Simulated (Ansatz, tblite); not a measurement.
Forces on Hg(OH)2 (HgO₂H₂) at its r2SCAN-D4/def2-TZVP geometry. Charge 0, multiplicity 1.

In the def2 sets Hg takes a core potential; there is no spin–orbit coupling. The xTB rows come from tblite.

GFN1-xTB (tblite), largest force 0.93 eV/Å:

```xyz
5
positions Å, forces eV/Å
Hg    0.165   -0.069   -0.089    0.284   -0.118   -0.154
O     0.072    1.294   -1.504   -0.149    0.049    0.918
H    -0.177    2.133   -1.096    0.113   -0.100   -0.560
O     0.404   -1.493    1.246   -0.760    0.330   -0.424
H    -0.464   -1.865    1.444    0.511   -0.161    0.220
```

GFN2-xTB (tblite), largest force 0.54 eV/Å:

```
Hg 0.089 -0.037 -0.048
O -0.008 -0.165 0.517
H 0.032 0.043 -0.260
O -0.292 0.290 -0.354
H 0.179 -0.132 0.146
```

r2SCAN-D4/def2-TZVP (Ansatz), largest force 0.01 eV/Å:

```
Hg 0.004 -0.002 -0.002
O 0.000 -0.010 0.000
H -0.002 0.008 0.004
O 0.007 0.008 -0.003
H -0.009 -0.004 0.002
```
